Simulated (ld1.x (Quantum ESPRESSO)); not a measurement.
# Sr: one change to a TM potential, before and after

strontium, norm-conserving Troullier–Martins (Kleinman–Bylander form), made with ld1.x (Quantum ESPRESSO) 7.5 (PBE, scalar-relativistic). Core [Ar] 3d10 4s2, reference 4p6 4d1 5s1 5p0. Waves: 5s (bound): rc 3.50 bohr; 4p (bound): rc 2.15 bohr; 4d (bound): rc 2.90 bohr. Local part: the d channel. Core correction: Bessel-smoothed model core, default radius (core density twice the valence density).

All-electron outer shells of the reference configuration (PBE, scalar-relativistic, ld1.x):

| shell | level (eV) | outermost node (bohr) | outermost maximum (bohr) |
| --- | --- | --- | --- |
| 3d | -127.02 | – | 0.38 |
| 4s | -39.92 | 0.59 | 1.19 |
| 4p | -21.93 | 0.61 | 1.33 |
| 5s | -3.29 | 1.66 | 3.76 |
| 5p | -1.22 | 1.98 | 5.14 |
| 4d | -0.91 | 0.65 | 2.23 |

Change: core correction Bessel-smoothed model core inside 2.52 bohr.

Cutoffs: the cutoffs (Ry, on a coarse ladder) from which the occupation-weighted sum of valence levels, in a spherical-Bessel basis at the reference potential, stays within 10 and 1 mRy of its value at 400 Ry; they do not see the model core or the augmentation charge, which bear on the density cutoff. Errors are all-electron minus pseudo energies relative to the spin-unpolarised reference configuration.

Task: How do hardness, ghosts and transferability respond?

Result: The potential gets neither clearly harder nor softer (18 Ry and 30 Ry → 18 Ry and 30 Ry); both files keep a bound ghost (s); of the 6 tests that both files solve, the error grows in 2 and shrinks in 0 by more than 15 % and 0.3 meV (median size 7.2 → 8.2 meV). The default core radius of the base comes out at 0.95 bohr. A wider model core is smoother and lowers the density cutoff, which this test does not measure.

```csv
quantity,base,changed
"cutoff, loose",18 Ry,18 Ry
"cutoff, tight",30 Ry,30 Ry
bound ghosts,s,s
"tests counted (converged, no solver errors)",6 of 7,6 of 7
"error for 4p6 4d0 5s2 5p0, meV [ΔE -2.32 eV]",-13,-12
"error for 4p6 4d0 5s1 5p0, meV [ΔE 3.56 eV]",-3.3,-3.0
"error for 4p6 4d0 5s0 5p0, meV [ΔE 14.57 eV]",+8.6,+10
"error for 4p6 4d0 5s0 5p1, meV [ΔE 6.50 eV]",+5.7,+7.6
"error for 4p6 4d0.5 5s1.5 5p0, meV [ΔE -1.18 eV]",-2.2,-2.2
"error for 4p6 4d0 5s1.5 5p0, meV [ΔE 0.01 eV]",-8.9,-8.7
s: phases at 3.79 bohr within 0.05 rad from the reference energy up to (Ry; the scan ends near 5),n/a,n/a
p: phases at 3.79 bohr within 0.05 rad from the reference energy up to (Ry; the scan ends near 5),2.6,2.6
d: phases at 3.79 bohr within 0.05 rad from the reference energy up to (Ry; the scan ends near 5),1.1,1.1
```

Base: Tests not counted: 4p5 4d0 5s2 5p0 (solver errors, printed error -439 eV). Changed file: Tests not counted: 4p5 4d0 5s2 5p0 (solver errors, printed error -11.9 eV). A true bound ghost makes a file unfit for plane-wave use even where its test errors are small: the radial tests pick states by their node count and pass the ghost by. Where a test does run into it, the solver fails or the error is huge.
